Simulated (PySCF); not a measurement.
How the method changes the constants of SmH

State: octet, about 6.0 electrons in the 4f shell (Mulliken), real f orbitals that mix terms. Set-up: basis Sm x2c-SVPall, H x2c-SVPall; spin-free X2C with a Gaussian nucleus; PySCF 2.14. De refers to Sm (4f6 6s2) + H in their high-spin ground configurations, without counterpoise correction. The functionals are run spin-unrestricted. A positive dipole means Sm(−)H(+).

| Level | Re (Å) | ωe (cm⁻¹) | De (eV) | μ (D) | CPU s a point (SCF and correlation, without the integrals) |
| --- | --- | --- | --- | --- | --- |
| UHF | 2.195 | 1215 | n/a | -3.97 | 1.1 |
| UHF-MP2 | 2.090 | 1320 | n/a | n/a | 2.2 |
| UHF-SCS-MP2 | 2.112 | 1300 | n/a | n/a | n/a |
| UHF-CCSD | 2.112 | 1292 | 1.75 | n/a | n/a |
| UHF-CCSD(T) | 2.109 | 1288 | 1.69 | n/a | 140 |
| PBE | 2.110 | 1228 | 2.03 | -3.44 | 3.7 |
| r²SCAN | 2.107 | 1255 | 2.36 | -3.70 | 4.9 |
| r²SCANh | 2.110 | 1256 | 2.31 | -3.79 | 5.9 |
| PBE0 | 2.114 | 1249 | 2.00 | -3.69 | 5.4 |
| M06 | 2.139 | 1235 | 1.52 | -3.87 | 13 |

The bond length runs from 2.090 Å (UHF-MP2) to 2.195 Å (UHF). De spans 1.52 eV (M06, hybrid meta-GGA) to 2.36 eV (r²SCAN, meta-GGA).

Correlated steps freeze 18 core orbitals. Correlated levels converge slowly with the basis: in double zeta they bind strong bonds too weakly, by up to about 1 eV, and carry superposition errors of some tenths. These are scalar-relativistic numbers at best; spin–orbit coupling would shift them, the dissociation energy most. The state is the lowest single determinant that the PBE0 search found; with open d or f shells the true ground state can be another one.

The whole job (state search and all levels along the bond) took about 18 min on 2 threads of Arm Neoverse V2 (shared host), peak memory 2.9 GiB.
